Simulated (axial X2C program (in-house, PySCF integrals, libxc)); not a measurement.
TaSe: properties at the nuclei

Computed with an axial X2C code built on PySCF integrals: two-component X2C with atomic mean-field Coulomb and Gaunt terms, Gaussian nuclei, basis Ta dyall-cv3z, Se dyall-cv3z with contracted cores.

R = 2.257 Å (near the PBE0 minimum at charge 0 of the determinant lowest at the starting distance; the state shown can have its own minimum elsewhere).

Determinant lowest in the PBE0 search, Ω = 3/2 (⟨Sz⟩ = 1.49, ⟨Lz⟩ = 0.01 at PBE0), spin on the atoms Ta 1.66, Se -0.17:

```tsv
level	Eeff magnitude (GV/cm)	Ws magnitude Ta (kHz)	A∥/gI Ta (MHz)	qzz Ta (a.u.)	A∥/gI Se (MHz)	qzz Se (a.u.)	μ (D)
PBE0	26.5	15.5	2620	2.06	66.5	-0.69	-4.65
HF	27	15.4	2410	1.94	5.66	-0.95	-6.68
BP86	26.4	15.5	2660	2.03	75	-0.62	-3.77
PBE50	25.9	15	2620	2.08	50.9	-0.72	-5.47
B3LYP	27.2	15.8	2610	2.11	59.7	-0.48	-4.36
```

Determinant 0.01 eV from it at PBE0 and this distance, Ω = 3/2 (⟨Sz⟩ = -0.49, ⟨Lz⟩ = 1.99 at PBE0), spin on the atoms Ta -0.58, Se 0.10:

| level | Eeff magnitude (GV/cm) | Ws magnitude Ta (kHz) | A∥/gI Ta (MHz) | qzz Ta (a.u.) | A∥/gI Se (MHz) | qzz Se (a.u.) | μ (D) |
| --- | --- | --- | --- | --- | --- | --- | --- |
| PBE0 | 11.1 | 7.21 | 831 | -3.10 | -3.56 | -1.17 | -3.01 |
| HF | 9.15 | 7.33 | -1510 | -1.90 | -9.18 | -1.46 | -4.64 |
| BP86 | 5.55 | 3.65 | 800 | -2.87 | 3.78 | -1.20 | -2.38 |
| PBE50 | 35.6 | 23.2 | 932 | -3.70 | -14.2 | -1.24 | -3.41 |
| B3LYP | 7.25 | 4.82 | 824 | -3.02 | 1.83 | -1.08 | -2.90 |

Eeff is the effective electric field on the electron electric dipole moment in this Ω state and Ws the scalar–pseudoscalar constant of the nucleus named (defined with the proton number Z and per Ω); A∥ (defined per Ω) follows by multiplying with gI = μI/(I μN); qzz is the electric field gradient, eQq0 = 234.96 MHz × Q/barn × qzz; μ is positive if the Se end (last atom) is positive. The operators were transformed with the bare-nucleus X2C matrices; with these basis sets, hyperfine constants and field gradients can be off by tens of per cent, and where levels differ in sign neither size nor sign is settled.

Task: With gI(181Ta) = 0.6773, Q(181Ta) = 3.17 barn (g factors from the IAEA table of nuclear moments by Stone; Q from Pyykkö, Mol. Phys. 2018), turn the PBE0 values of the first state into constants in MHz.

Result: A∥(181Ta) = 2620 × 0.6773 = 1770 MHz; eQq0(181Ta) = 234.96 × (3.17) × (2.06) = 1530 MHz.

Each state is one determinant with collinear spin, which with several unpaired electrons need not be a pure state. Unrestricted Hartree–Fock can overshoot spin polarisation at the nuclei. This is the top spin component of a Σ state; components of lower Ω are not single determinants and can lie lower. With several open shells hyperfine constants can be off by a factor of several. Where Eeff spreads by more than a factor of two the levels disagree and none is to be relied on. At B3LYP, BP86, HF a later determinant lies lower. States lie within half an eV, so the first need not be the ground state. Further determinants of the search, some of them spin-mixed, are not shown. Where a field gradient or hyperfine factor spreads by more than a factor of two over the levels, a constant derived from it is not to be relied on. PBE0 term energies can be off by some tenths of an eV.
